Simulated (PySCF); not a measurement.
Species: C₄H₇GeN.
Cartesian coordinates in Å at the PBE0-D3(BJ)/def2-SVP level; atoms count from 1:
```
atom  x, y, z in Å
N1     3.1284   -0.9153   -0.8725
C2     2.2185   -0.3909   -0.3800
Ge3    0.6619    0.4450    0.3979
C4    -0.6376    0.9165   -1.0018
C5    -1.2900   -0.4734   -0.7802
C6    -0.7838   -0.8693    0.6317
H7     1.1679    1.4014    1.4865
H8    -0.2780    1.1339   -2.0162
H9    -1.2820    1.7441   -0.6680
H10   -2.3878   -0.4729   -0.8779
H11   -0.9038   -1.1866   -1.5251
H12   -1.4694   -0.5496    1.4314
H13   -0.5295   -1.9264    0.7843
```

Level of theory: PySCF 2.14.0, density-fitted response routines, TDDFT wB97X-D/def2-SVPD, vertical, gas phase, core orbitals frozen in the response. Relativistic effects, spin–orbit coupling among them, are left out although an element past zinc is present.

Computed states:

```json
{"state": "S1", "E (eV)": "6.77", "f": "0.0066"}
{"state": "S2", "E (eV)": "7.02", "f": "0.116"}
{"state": "S3", "E (eV)": "7.15", "f": "0.013"}
{"state": "S4", "E (eV)": "7.48", "f": "0.0001"}
{"state": "S5", "E (eV)": "7.65", "f": "0.076"}
{"state": "S6", "E (eV)": "7.90", "f": "0.0090"}
```

Each state is given a Gaussian of 0.5 eV full width at half maximum, with ε(max) = 2.175×10⁸ f / Δν̃ (Δν̃ the width in cm⁻¹). The width is an assumption, not a result. The curve ends short of the highest state used, and states not computed would add to its high-energy end.

Question: Give the broadened spectrum and its maxima.

Answer: 
λ (nm), ε (L mol⁻¹ cm⁻¹) and a bar:
```
    169.9       4215 ##################
    170.6       4545 ###################
    171.2       4871 #####################
    171.9       5282 ######################
    172.5       5641 ########################
    173.2       6046 ##########################
    173.8       6362 ###########################
    174.5       6674 ############################
    175.1       6879 #############################
    175.8       7031 ##############################
    176.5       7081 ##############################
    177.1       7041 ##############################
    177.8       6897 #############################
    178.4       6698 ############################
    179.1       6386 ###########################
    179.7       6061 ##########################
    180.4       5629 ########################
    181.0       5228 ######################
    181.7       4737 ####################
    182.3       4309 ##################
    183.0       3814 ################
    183.6       3403 ##############
    184.3       2947 ############
    185.0       2524 ###########
    185.6       2192 #########
    186.3       1841 ########
    186.9       1574 #######
    187.6       1299 #####
    188.2       1094 #####
    188.9        888 ####
    189.5        738 ###
    190.2        590 ##
    190.8        485 ##
    191.5        383 ##
    192.1        311 #
    192.8        242 #
    193.5        187 #
    194.1        150 #
    194.8        115 
    195.4         91 
    196.1         69 
    196.7         54 
    197.4         41 
    198.0         32 
    198.7         23 
    199.3         18 
    200.0         13 
    200.6         10 
    201.3          7 
    202.0          5 
    202.6          4 
    203.3          3 
    203.9          2 
    204.6          2 
    205.2          1 
    205.9          1
```

Maxima: 176 nm (7.02 eV), ε about 7100, made up of S2 (88%) (ε in L mol⁻¹ cm⁻¹; maxima over ε = 5, shares over 10%).

Question: On this curve, what absorbance would a 10⁻⁴ mol/L sample give at 193 nm over a 1 cm path?

Answer: 193 nm is 6.424 eV, where ε is about 230 L mol⁻¹ cm⁻¹, so A = ε c l ≈ 0.023 (Beer–Lambert, with the gas-phase spectrum and the assumed width).

Question: Coming from long wavelengths, where does ε first pass 100 L mol⁻¹ cm⁻¹?

Answer: At about 195 nm (6.35 eV), 0.42 eV below S1.

Question: What would ε be at 7.02 eV, the highest of these maxima, with half the width (0.25 eV)?

Answer: About 13200 L mol⁻¹ cm⁻¹ against 7080, a factor of about 1.9; a lone state at its own centre would give exactly 2.

One conformer stands for the species.
